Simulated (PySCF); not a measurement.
Job file and geometry (Å, from GFN2-xTB) of an NMR shielding run on SMILES N(N[C@H](CC)C)C, C5H14N2, PySCF 2.14.0, density-fitted response routines, GIAO PBE0/pcSseg-1 NMR shielding, non-relativistic, gas phase; density fitting, a coarse starting grid and PySCF grid level 2 are the driver's defaults:

```
$ OMP_NUM_THREADS=1 python probes_run.py task.json out

{"job": {"kind": "nmr", "xc": "PBE0", "basis": "pcSseg-1"}, "charge": 0, "multiplicity": 1}
C     -2.497833    -1.017084     0.045189
C     -0.979452    -0.902392     0.063223
C     -0.473224     0.396480     0.696285
C     -0.876794     1.634591    -0.114779
N      0.965733     0.274927     0.883878
N      1.668080     0.093425    -0.332875
C      2.918371    -0.597989    -0.106239
H     -2.941616    -0.272925    -0.611301
H     -2.793232    -2.000510    -0.313352
H     -2.905149    -0.881474     1.045243
H     -0.557852    -1.728710     0.637266
H     -0.584780    -0.969636    -0.950813
H     -0.890045     0.485506     1.707838
H     -1.951740     1.782239    -0.075859
H     -0.576801     1.518719    -1.153812
H     -0.398309     2.525330     0.292509
H      1.320343     1.072119     1.419432
H      1.841839     0.978870    -0.815781
H      3.621243    -0.040043     0.530340
H      3.387577    -0.787837    -1.070199
H      2.694720    -1.546663     0.378039
```

Task: What does the program print?

Result: 
```
coarse grid: 16240 points
cycle   1  E = -307.9154543792  dE =  5.584e-01  |g| = 4.672e-01  |ddm| = 3.805e+00
cycle   2  E = -307.9123543311  dE =  3.100e-03  |g| = 4.898e-01  |ddm| = 9.402e-01
cycle   3  E = -307.9731880402  dE = -6.083e-02  |g| = 4.839e-02  |ddm| = 4.812e-01
cycle   4  E = -307.9736060314  dE = -4.180e-04  |g| = 1.867e-02  |ddm| = 5.404e-02
cycle   5  E = -307.9736741373  dE = -6.811e-05  |g| = 6.381e-03  |ddm| = 1.991e-02
cycle   6  E = -307.9736824963  dE = -8.359e-06  |g| = 1.038e-03  |ddm| = 5.762e-03
final grid: 153232 points
cycle   7  E = -308.0130135420  dE = -5.566e-05  |g| = 1.051e-02  |ddm| = 3.453e-02
cycle   8  E = -308.0130048018  dE =  8.740e-06  |g| = 1.212e-02  |ddm| = 2.013e-02
cycle   9  E = -308.0130415509  dE = -3.675e-05  |g| = 7.329e-04  |ddm| = 1.115e-02
cycle  10  E = -308.0130416531  dE = -1.022e-07  |g| = 2.581e-04  |ddm| = 8.494e-04
cycle  11  E = -308.0130416670  dE = -1.394e-08  |g| = 4.929e-05  |ddm| = 2.255e-04
cycle  12  E = -308.0130416675  dE = -4.649e-10  |g| = 1.836e-05  |ddm| = 6.273e-05
converged SCF energy = -308.0130416675

GIAO shielding tensors (ppm)
atom      isotropic    diamagn.    paramagn.     s11        s22        s33       span
  0 C      172.672     246.285     -73.613    162.329    169.063    186.624     24.295
  1 C      155.296     247.047     -91.751    139.587    153.459    172.842     33.255
  2 C      126.403     245.306    -118.903    108.642    116.621    153.946     45.305
  3 C      166.408     250.374     -83.966    144.829    167.186    187.208     42.378
  4 N      138.644     319.680    -181.036    111.561    136.904    167.467     55.906
  5 N      185.285     317.693    -132.407    150.382    161.071    244.402     94.021
  6 C      143.806     242.547     -98.741    123.415    124.097    183.906     60.491
  7 H       30.905      30.067       0.838     26.141     30.266     36.307     10.167
  8 H       30.530      28.116       2.414     25.779     27.819     37.991     12.212
  9 H       31.020      29.435       1.586     26.797     28.834     37.430     10.633
 10 H       30.091      32.256      -2.166     24.378     30.652     35.242     10.864
 11 H       29.575      32.200      -2.625     24.555     30.666     33.505      8.950
 12 H       29.206      33.190      -3.984     25.736     28.314     33.570      7.834
 13 H       30.418      31.390      -0.972     25.081     29.998     36.176     11.095
 14 H       30.500      32.376      -1.876     27.231     29.307     34.961      7.731
 15 H       31.056      31.911      -0.855     27.227     28.457     37.484     10.257
 16 H       29.026      35.259      -6.233     21.695     30.199     35.184     13.489
 17 H       29.720      34.029      -4.310     19.975     31.293     37.891     17.916
 18 H       29.054      28.031       1.024     24.515     26.807     35.842     11.327
 19 H       28.969      28.118       0.851     24.650     26.546     35.711     11.061
 20 H       28.985      29.275      -0.290     24.540     28.170     34.244      9.704
```

Task: Turn these shieldings into chemical shifts. Shifts are taken against calculated references (same method and geometry level): $^{13}$C (σ = 186.93 ppm) and $^{1}$H (σ = 31.72 ppm) vs TMS; $^{15}$N (σ = 267.73 ppm) against NH3.

Result: Averaging equivalent atoms: C 2: 60.5; C 6: 43.1; C 1: 31.6; C 3: 20.5; C 0: 14.3; N 4: 129.1; N 5: 82.4; H 18/19/20: 2.71; H 16: 2.69; H 12: 2.51; H 11: 2.14; H 17: 2.00; H 10: 1.63; H 13/14/15: 1.06; H 7/8/9: 0.90 ppm. Experimental scales use liquid or dissolved standards, which lie at an offset from isolated NH3 (liquid NH3: subtract about 20 ppm).

Size and cost of the density-fitted run: 189 basis functions, 33 s wall time on 1 thread of an Arm Neoverse V1, shared host; peak memory 0.85 GiB.
